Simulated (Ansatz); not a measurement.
`[SiH3][SiH2]O[SiH2]S` + H₂ → `[SiH3]O[SiH2]S` + SiH₄  (hydrogenolysis of the Si–Si bond)

Isolated molecules relaxed with PBE0-D4/def2-TZVP in Ansatz; ΔE leaves out vibrations. CCSD(T)/CBS adds triple-zeta CCSD(T) − MP2 to the extrapolated MP2 energy (def2 sets, frozen cores). This one scheme is used for every species. DFT in def2-TZVPP. B3LYP here is the variant with VWN-RPA as its local correlation; programs differ in this. One conformer a species, not always the lowest.

`[SiH3][SiH2]O[SiH2]S`:

Z-matrix (Å, degrees):
```
Si
Si 1 2.346
H 1 1.488 2 110.8
H 1 1.488 2 110.6 3 120.5
H 1 1.489 2 109.2 3 -120.0
O 2 1.650 1 111.7 3 -59.7
H 2 1.488 1 109.9 3 62.2
H 2 1.486 1 110.4 3 -178.5
Si 6 1.632 2 139.2 1 46.6
S 9 2.131 6 112.6 2 36.6
H 9 1.482 6 110.5 2 -79.2
H 9 1.479 6 107.0 2 158.7
H 10 1.344 9 94.6 6 70.7
```

H₂:

```xyz
2

H     0.270   -0.253    0.048
H    -0.270    0.253   -0.048
```

`[SiH3]O[SiH2]S`:

```xyz
10

Si    1.731   -0.180    0.011
O     0.221   -0.781   -0.225
Si   -1.317   -0.286   -0.453
S    -1.727    1.581    0.490
H     2.683   -1.309   -0.112
H     1.837    0.418    1.366
H     2.045    0.854   -1.008
H    -1.573   -0.033   -1.890
H    -2.199   -1.345    0.084
H    -1.699    1.080    1.737
```

SiH₄:

```xyz
5

Si    0.000    0.000    0.000
H    -0.228   -0.461   -1.393
H     1.111   -0.779    0.603
H    -1.236   -0.203    0.797
H     0.353    1.442   -0.008
```

| level | ΔE (kcal/mol) | difference from CCSD(T)/CBS |
| --- | --- | --- |
| PBE-D4 | -1.9 | 4.1 |
| PBE0-D4 | -3.6 | 2.4 |
| ωB97X-V | -6.2 | -0.2 |
| ωB97M-V | -7.0 | -1.0 |
| B2PLYP | -8.3 | -2.3 |
| PBE | -3.9 | 2.1 |
| PBE0 | -5.5 | 0.5 |
| B3LYP | -8.8 | -2.8 |
| HF/def2-TZVPP | -14.4 | -8.4 |
| SCS-MP2/def2-TZVPP | -8.8 | -2.8 |
| CCSD/def2-TZVPP | -8.3 | -2.3 |
| HF/def2-QZVPP | -14.6 | -8.6 |
| MP2/def2-QZVPP | -6.5 | -0.5 |
| SCS-MP2/def2-QZVPP | -8.3 | -2.3 |
| HF/CBS(def2) | -14.6 | -8.6 |
| MP2/CBS(def2) | -6.1 | -0.1 |
| CCSD(T)/CBS | -6.0 | 0 |

Largest T1 diagnostic among the species: 0.012.

From PBE to PBE0 (25 % exact exchange), in def2-TZVPP and without D4, ΔE moves by −1.5 kcal/mol. In def2-TZVPP, CCSD(T) changes the Hartree–Fock value by +7.5 kcal/mol (the triples alone add +1.3 kcal/mol) and MP2 by +7.4 kcal/mol.
